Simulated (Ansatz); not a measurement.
CH2BClOS (`OB(Cl)C=S`), relaxed with RKS PBE-D4/def2-SVP in Ansatz 0.2.0 from a rough embedded geometry. The force threshold is 0.03 eV/Å; the program also tests the step.

Total charge 0; spin multiplicity 1.

Start:

```xyz
7

O    -0.511   -0.669    1.410
B     0.216    0.157    0.468
Cl    1.685    1.067    1.080
C    -0.266    0.394   -1.009
S    -1.353   -0.358   -1.566
H    -0.098   -1.608    1.280
H     0.326    1.017   -1.662
```

```
         step  energy (eV)  largest force (eV/Å)  largest move (Å)
            1  -27126.4900                13.730             0.000
            2  -27127.5321                 5.021             0.194
            3  -27127.8783                 1.894             0.168
            4  -27128.1323                 1.511             0.200
            5  -27128.3883                 1.710             0.195
            6  -27128.6249                 0.610             0.199
            7  -27128.6802                 0.220             0.187
            8  -27128.6847                 0.227             0.058
            9  -27128.6871                 0.098             0.022
           10  -27128.6875                 0.033             0.008
11 (rejected)  -27128.6874                 0.020             0.003
           12  -27128.6875                 0.016             0.002
```

End:

```xyz
7

O    -0.069   -0.804    1.372
B     0.416    0.157    0.564
Cl    1.687    1.243    1.137
C    -0.160    0.311   -0.911
S    -1.344   -0.704   -1.420
H    -0.764   -1.292    0.856
H     0.233    1.090   -1.598
```

Run time 24 s (2 threads of an Arm Neoverse V1 on a shared host); peak host memory 0.17 GiB.
